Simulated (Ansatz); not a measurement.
Molecular dynamics of BH₆N₂O

The input (input.yaml):

```yaml
crystal:
  periodic: [false, false, false]
  atoms:
    - { symbol: B, position_ang: [-0.046658, -0.107836, -0.075714] }
    - { symbol: H, position_ang: [-0.139457, -0.618896, 1.171192] }
    - { symbol: "N", position_ang: [1.238607, -0.011681, -0.606454] }
    - { symbol: H, position_ang: [2.041434, -0.333786, -0.107649] }
    - { symbol: H, position_ang: [1.449856, 0.327169, -1.5249] }
    - { symbol: "N", position_ang: [-1.247456, 0.272512, -0.67257] }
    - { symbol: H, position_ang: [-2.127314, 0.141281, -0.219] }
    - { symbol: H, position_ang: [-1.328282, 0.644714, -1.598818] }
    - { symbol: O, position_ang: [-0.221177, -0.988913, 2.392847] }
    - { symbol: H, position_ang: [-0.133952, -0.125664, 2.808165] }
magnetization:
  spin_polarized: true
  initial_magnetization: 1
basis:
  gaussian: { orbitals: def2-mTZVP }
hamiltonian:
  xc: { name: BHLYP }
md:
  timestep: 0.5
  n_steps: 200
  ensemble: nve
  temperature: 300.0
  initial_velocities: maxwell_boltzmann
  seed: 8922
```

Launched with:

```bash
$ ansatz run input.yaml --threads 4 --pin off --max-ram 5120MiB --backend cpu --events-out ev --progress --plain --runs-dir out
```

It starts at the highest image of a converged band. Of that band: A vibrational analysis at the climbing image gives one clearly imaginary mode, 1498i cm⁻¹: a first-order saddle point. Another band between the same ends, with other settings, climbed to 0.187 eV only, so this may not be the lowest route.

Output, in part (one step line in 7, the closing report, with atoms numbered from 0):

```
md step     0: t =     0.00 fs  T =   300.0 K  F+E_penalty+E_count = -5799.53348461 eV  E_kin = 0.310224 eV  conserved = -5799.22326061 eV  (36 SCF iters)
md step     7: t =     3.50 fs  T =   255.1 K  F+E_penalty+E_count = -5799.48544397 eV  E_kin = 0.263834 eV  conserved = -5799.22161010 eV  (39 SCF iters)
md step    14: t =     7.00 fs  T =   270.6 K  F+E_penalty+E_count = -5799.50335333 eV  E_kin = 0.279849 eV  conserved = -5799.22350444 eV  (36 SCF iters)
md step    21: t =    10.50 fs  T =   375.5 K  F+E_penalty+E_count = -5799.61280927 eV  E_kin = 0.388246 eV  conserved = -5799.22456289 eV  (36 SCF iters)
md step    28: t =    14.00 fs  T =   181.8 K  F+E_penalty+E_count = -5799.41017492 eV  E_kin = 0.188019 eV  conserved = -5799.22215612 eV  (38 SCF iters)
md step    35: t =    17.50 fs  T =   223.1 K  F+E_penalty+E_count = -5799.45355912 eV  E_kin = 0.230665 eV  conserved = -5799.22289433 eV  (40 SCF iters)
md step    42: t =    21.00 fs  T =   418.3 K  F+E_penalty+E_count = -5799.65569183 eV  E_kin = 0.432602 eV  conserved = -5799.22308970 eV  (37 SCF iters)
md step    49: t =    24.50 fs  T =   160.8 K  F+E_penalty+E_count = -5799.38490436 eV  E_kin = 0.166321 eV  conserved = -5799.21858306 eV  (29 SCF iters)
md step    56: t =    28.00 fs  T =   369.1 K  F+E_penalty+E_count = -5799.60345515 eV  E_kin = 0.381691 eV  conserved = -5799.22176447 eV  (32 SCF iters)
md step    63: t =    31.50 fs  T =   396.9 K  F+E_penalty+E_count = -5799.63298391 eV  E_kin = 0.410459 eV  conserved = -5799.22252537 eV  (37 SCF iters)
md step    70: t =    35.00 fs  T =   281.6 K  F+E_penalty+E_count = -5799.51260305 eV  E_kin = 0.291229 eV  conserved = -5799.22137362 eV  (36 SCF iters)
md step    77: t =    38.50 fs  T =   454.7 K  F+E_penalty+E_count = -5799.69289624 eV  E_kin = 0.470156 eV  conserved = -5799.22274010 eV  (37 SCF iters)
md step    84: t =    42.00 fs  T =   371.5 K  F+E_penalty+E_count = -5799.60458852 eV  E_kin = 0.384195 eV  conserved = -5799.22039371 eV  (37 SCF iters)
md step    91: t =    45.50 fs  T =   316.3 K  F+E_penalty+E_count = -5799.54629597 eV  E_kin = 0.327028 eV  conserved = -5799.21926795 eV  (36 SCF iters)
md step    98: t =    49.00 fs  T =   575.5 K  F+E_penalty+E_count = -5799.81965834 eV  E_kin = 0.595157 eV  conserved = -5799.22450103 eV  (38 SCF iters)
md step   105: t =    52.50 fs  T =   510.1 K  F+E_penalty+E_count = -5799.75045222 eV  E_kin = 0.527486 eV  conserved = -5799.22296602 eV  (37 SCF iters)
md step   112: t =    56.00 fs  T =   366.8 K  F+E_penalty+E_count = -5799.59635000 eV  E_kin = 0.379270 eV  conserved = -5799.21708001 eV  (29 SCF iters)
md step   119: t =    59.50 fs  T =   487.8 K  F+E_penalty+E_count = -5799.72464458 eV  E_kin = 0.504400 eV  conserved = -5799.22024432 eV  (38 SCF iters)
md step   126: t =    63.00 fs  T =   662.9 K  F+E_penalty+E_count = -5799.91233266 eV  E_kin = 0.685477 eV  conserved = -5799.22685529 eV  (36 SCF iters)
md step   133: t =    66.50 fs  T =   653.5 K  F+E_penalty+E_count = -5799.90481993 eV  E_kin = 0.675723 eV  conserved = -5799.22909650 eV  (36 SCF iters)
md step   140: t =    70.00 fs  T =   486.7 K  F+E_penalty+E_count = -5799.72472508 eV  E_kin = 0.503297 eV  conserved = -5799.22142854 eV  (38 SCF iters)
md step   147: t =    73.50 fs  T =   491.4 K  F+E_penalty+E_count = -5799.73145037 eV  E_kin = 0.508114 eV  conserved = -5799.22333665 eV  (32 SCF iters)
md step   154: t =    77.00 fs  T =   537.2 K  F+E_penalty+E_count = -5799.77833536 eV  E_kin = 0.555558 eV  conserved = -5799.22277771 eV  (37 SCF iters)
md step   161: t =    80.50 fs  T =   594.7 K  F+E_penalty+E_count = -5799.83917372 eV  E_kin = 0.615006 eV  conserved = -5799.22416803 eV  (36 SCF iters)
md step   168: t =    84.00 fs  T =   459.3 K  F+E_penalty+E_count = -5799.69892046 eV  E_kin = 0.474997 eV  conserved = -5799.22392350 eV  (36 SCF iters)
md step   175: t =    87.50 fs  T =   419.8 K  F+E_penalty+E_count = -5799.65532225 eV  E_kin = 0.434061 eV  conserved = -5799.22126141 eV  (38 SCF iters)
md step   182: t =    91.00 fs  T =   562.2 K  F+E_penalty+E_count = -5799.80882265 eV  E_kin = 0.581316 eV  conserved = -5799.22750667 eV  (36 SCF iters)
md step   189: t =    94.50 fs  T =   509.9 K  F+E_penalty+E_count = -5799.75158862 eV  E_kin = 0.527237 eV  conserved = -5799.22435175 eV  (36 SCF iters)
md step   196: t =    98.00 fs  T =   604.9 K  F+E_penalty+E_count = -5799.84911446 eV  E_kin = 0.625534 eV  conserved = -5799.22358078 eV  (36 SCF iters)
md step   200: t =   100.00 fs  T =   579.2 K  F+E_penalty+E_count = -5799.82294551 eV  E_kin = 0.598949 eV  conserved = -5799.22399618 eV  (33 SCF iters)
Total energy: -5799.82312009 eV, -213.1395684020 hartree
Atom 0 at    -0.067538     0.129214    -0.361539 Å, force    -0.472283     0.327134    -0.707969 eV/Å
Atom 1 at    -0.065913    -0.799735     2.472305 Å, force     0.785997     2.237890    -4.044051 eV/Å
Atom 2 at     1.211906     0.060239    -0.907581 Å, force     1.281189    -0.538315     1.566045 eV/Å
Atom 3 at     2.078496    -0.168864    -0.393097 Å, force    -1.412955     0.307186    -0.629952 eV/Å
Atom 4 at     1.373629     0.150990    -1.877361 Å, force     0.162015     0.110666    -0.838285 eV/Å
Atom 5 at    -1.230436     0.400850    -1.123831 Å, force    -0.037591    -0.100396     1.432117 eV/Å
Atom 6 at    -2.120580     0.596318    -0.679655 Å, force     0.574797    -0.201335    -0.481287 eV/Å
Atom 7 at    -1.220128     0.536305    -2.111322 Å, force    -0.087764     0.087541    -0.287646 eV/Å
Atom 8 at    -0.164642    -1.292612     3.208721 Å, force    -0.924423    -1.859289     3.766928 eV/Å
Atom 9 at    -0.822096    -0.784799     3.688859 Å, force     0.131019    -0.371083     0.224101 eV/Å
Dipole moment:    -0.117511     0.415134    -0.494095 e Å
```

The run went to its last step. The conserved energy stayed within 0.68 meV per atom of its start (net change -0.073 meV per atom), so the integration is sound. The kinetic energy rose, since the run started high on the potential surface and went downhill. It ends in pieces (BH4N2 + H2O), so much of that is their flight and rotation, not heat. A run of 0.1 ps of so small a system gives no equilibrium averages.

Between its relaxed ends the band would form H2–O9 and break B1–H2. These pairs go: H2–O9 1.28 → 0.89 Å, B1–H2 1.35 → 2.98 Å. In the last frame they stand as after the step (other bonds may differ from the relaxed reactants and products). It ends as BH4N2 + H2O. Pairs count as bonded within 1.25 times the sum of covalent radii (0.12 Å more for H–H).

Last frame:

```xyz
10
Properties=species:S:1:pos:R:3
B -0.068 0.129 -0.361
H -0.066 -0.800 2.472
N 1.212 0.060 -0.908
H 2.079 -0.169 -0.393
H 1.374 0.151 -1.877
N -1.230 0.401 -1.124
H -2.121 0.596 -0.680
H -1.220 0.536 -2.111
O -0.165 -1.293 3.209
H -0.822 -0.785 3.689
```

Run time: 5 min on 4 threads of Arm Neoverse V2, with other jobs on the host, peak memory 0.23 GiB.
